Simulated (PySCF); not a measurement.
## Ionisation energy of Xe⁺ by level of theory

Xe⁺ [Kr] 4d10 5s2 5p5 (2P) → Xe²⁺ [Kr] 4d10 5s2 5p4 (3P), as a difference of total energies. Computed with PySCF 2.14 in ANO-RCC-VTZP (7s6p4d2f1g, 68 functions), with the spin-free X2C one-electron Hamiltonian (Gaussian nucleus). Correlated levels: valence: [Kr] 4d10 frozen. The calculations carry no spin-orbit coupling.

```json
{"method": "UHF", "ionisation energy (eV)": "20.096"}
{"method": "MP2 (valence)", "ionisation energy (eV)": "20.858"}
{"method": "SCS-MP2 (valence)", "ionisation energy (eV)": "20.864"}
{"method": "CCSD (valence)", "ionisation energy (eV)": "20.896"}
{"method": "CCSD(T) (valence)", "ionisation energy (eV)": "20.924"}
```

Problem. How much does correlation contribute at CCSD(T) (valence)?

Solution. 20.924 − (20.096) = 0.828 eV, measured against UHF.

A first-order spin-orbit estimate (lowest level to lowest level, LS coupling) adds -0.040 eV.

Errors of the correlated levels include the incompleteness of this basis and the frozen core.

For comparison: 20.975 eV (semi-empirical (NIST evaluation); NIST Atomic Spectra Database, ionization energies).
